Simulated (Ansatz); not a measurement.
Two isomers of C2H6GeO: A = `[GeH3][CH]1CO1`, B = `C[CH2][Ge][OH]`.

Calculated with Ansatz (gas phase, PBE0-D4/def2-TZVP geometries, no zero-point term in ΔE). CCSD(T)/CBS is the MP2 limit (def2-TZVPP, def2-QZVPP) plus CCSD(T) − MP2 in def2-TZVPP, frozen cores. DFT in def2-TZVPP. B3LYP here is the variant with VWN-RPA as its local correlation; programs differ in this. For Ge outer-core shells are correlated without core-valence functions, which leaves a few kJ/mol of doubt a bond. Scalar relativity is left out up to krypton. One conformer a species, not always the lowest.

Q: Which is lower in electronic energy at CCSD(T)/CBS, and by how much? (Estimate.)

A: Computed: B, by 50.9 kcal/mol.

Q: Give E(B) − E(A) in kcal/mol with B2PLYP, CCSD(T)/def2-TZVPP, ωB97M-V, PBE-D4, CCSD/def2-TZVPP, r2SCAN-D4, B3LYP-D4. (Estimate.)

A: Ansatz gave: B2PLYP -50.6, CCSD(T)/def2-TZVPP -47.2, ωB97M-V -50.3, PBE-D4 -48.4, CCSD/def2-TZVPP -47.4, r2SCAN-D4 -46.8, B3LYP-D4 -52.4. None reverses the order clearly.

Largest T1 diagnostic: 0.014.

The D4 term adds −0.8 kcal/mol with B3LYP and −0.4 kcal/mol with PBE0; it sums over pairs of atoms, weighted by their polarisabilities, and B3LYP, whose exchange is more repulsive, gets the larger term. From PBE to PBE0 (25 % exact exchange), in def2-TZVPP and without D4, E(B) − E(A) moves by +1.3 kcal/mol.
